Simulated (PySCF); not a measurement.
SeCl2, SMILES [Se](Cl)Cl.

Geometry optimised at ωB97X-D3(BJ)/def2-TZVP. The isomer is the one that the SMILES or the coordinates give; other isomers of the formula were not compared.

Two levels are set side by side: PBE/def2-TZVPD (PySCF) and M06-2X/def2-TZVPD (PySCF). Same geometry, gas phase. Differences are taken from unrounded values.

```tsv
quantity	M06-2X	PBE	PBE minus M06-2X
orbital gap (eV)	6.60	2.29	-4.31
highest occupied level (eV)	-8.20	-5.79	2.41
lowest empty level (eV)	-1.60	-3.50	-1.90
dipole moment (D)	1.01	0.91	-0.09
mean polarisability (bohr³)	57.5	59.7	2.2
```

Without exact exchange PBE keeps part of each electron's self-repulsion, which lifts occupied levels and narrows the gap. Loosely held outer electrons make PBE densities more polarisable. Differences between two approximate levels are no errors against the true value.

Rough cost on one machine, each run with all the roots and properties that it gave: M06-2X against PBE about 3 times.
